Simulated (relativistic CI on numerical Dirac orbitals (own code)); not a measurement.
# Slater and spin-orbit integrals, La36+

Method of calculation: Dirac-Coulomb-Breit CI, KLI orbitals optimised for each configuration, model QED, unscaled Slater integrals (own radial code, finite nucleus).

Slater integrals F^k, G^k are unscaled and averaged over j, outside the closed core [Ne]; ζ comes from projecting the Hamiltonian with its Breit term on Σ l·s of the shell.

- 3s2 3p6 3d3: F^2(3d,3d) = 438390, F^4(3d,3d) = 283080, ζ(3d) = 67475 cm⁻¹; <r>(3d) = 0.2329, <r^2>(3d) = 0.06293 (bohr units).
- 3s2 3p5 3d4: ζ(3p) = 506530, F^2(3d,3d) = 437540, F^4(3d,3d) = 282510, F^2(3p,3d) = 380010, G^1(3p,3d) = 406590, G^3(3p,3d) = 271170, ζ(3d) = 66719 cm⁻¹; <r>(3p) = 0.2613, <r^2>(3p) = 0.0789, <r>(3d) = 0.2334, <r^2>(3d) = 0.06316 (bohr units).
- 3s 3p6 3d4: F^2(3d,3d) = 437200, F^4(3d,3d) = 282280, G^2(3s,3d) = 306850, ζ(3d) = 67111 cm⁻¹; <r>(3s) = 0.2673, <r^2>(3s) = 0.08149, <r>(3d) = 0.2335, <r^2>(3d) = 0.06325 (bohr units).

(1) Give the Racah parameters of the d shell in 3s2 3p6 3d3.

Averages of the first 10 configurations, taken without configuration mixing, which lowers the lowest level and can move excited configurations by several eV; other configurations of the list can lie among them:

```json
{"Configuration": "3s2 3p6 3d3", "Parity": "even", "States": "120", "Average energy above the lowest level (eV)": "43.2"}
{"Configuration": "3s2 3p5 3d4", "Parity": "odd", "States": "1260", "Average energy above the lowest level (eV)": "299.7"}
{"Configuration": "3s 3p6 3d4", "Parity": "even", "States": "420", "Average energy above the lowest level (eV)": "513.6"}
{"Configuration": "3s2 3p6 3d2 4s", "Parity": "even", "States": "90", "Average energy above the lowest level (eV)": "1032.2"}
{"Configuration": "3s2 3p6 3d2 4p", "Parity": "odd", "States": "270", "Average energy above the lowest level (eV)": "1111.4"}
{"Configuration": "3s2 3p6 3d2 4d", "Parity": "even", "States": "450", "Average energy above the lowest level (eV)": "1212.0"}
{"Configuration": "3s2 3p5 3d3 4s", "Parity": "odd", "States": "1440", "Average energy above the lowest level (eV)": "1281.3"}
{"Configuration": "3s2 3p6 3d2 4f", "Parity": "odd", "States": "630", "Average energy above the lowest level (eV)": "1296.9"}
{"Configuration": "3s2 3p5 3d3 4p", "Parity": "even", "States": "4320", "Average energy above the lowest level (eV)": "1360.7"}
{"Configuration": "3s 3p6 3d3 4s", "Parity": "even", "States": "480", "Average energy above the lowest level (eV)": "1496.5"}
```

Answers

(1) B = F²/49 − 5F⁴/441 = 5737 cm⁻¹ and C = 35F⁴/441 = 22467 cm⁻¹.
